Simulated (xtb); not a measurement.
C₄H₁₀O₂Sb (SMILES CC[O][Sb+][O]CC), charge +1, singlet, at a GFN2-xTB geometry. Base run: GFN2-xTB run with xtb.

xtb was given this input:
```
$ xtb mol.xyz --gfn 2 --chrg 1 --json

# file mol.xyz
17

Sb    -0.20912211     0.73703085     0.26169453
O     -0.55186228    -1.13548900     0.30490070
C     -1.59799964    -1.82002368     0.97515898
C     -2.54219831    -0.92073203     1.74165235
H     -2.13528267    -2.38638621     0.20637872
H     -1.11297565    -2.53926026     1.64432980
H     -3.02499400    -0.21293550     1.06267013
H     -3.31265886    -1.51605063     2.22499360
H     -1.99670382    -0.36787948     2.51095594
O      1.28042581     0.50783529    -0.84218053
C      1.83676916    -0.68985362    -1.38727725
C      2.90420216    -0.29677141    -2.38943824
H      2.26565826    -1.28322146    -0.57124818
H      1.04608139    -1.28514828    -1.85799653
H      3.67585932     0.29753588    -1.90888203
H      3.35577078    -1.19453299    -2.80186001
H      2.47132434     0.28481946    -3.19809898
```

Each row names what was changed in the base input (with any setting that the change needs).

```tsv
change	ΔE vs base (mEh)	HOMO-LUMO gap (eV)	G_solv (kcal/mol)	SCF cycles
base	0.000	1.65	-	13
alpb = water	-73.730	1.84	-46.79	13
file = coord	0.000	1.65	-	13
etemp = 3000	-1.478	1.84	-	13
acc = 0.0001	0.000	1.65	-	21
alpb = dmso	-72.555	1.77	-45.95	13
```

ALPB and GBSA are two models with their own fitted parameters for each solvent, which aren't always the measured dielectric constant.
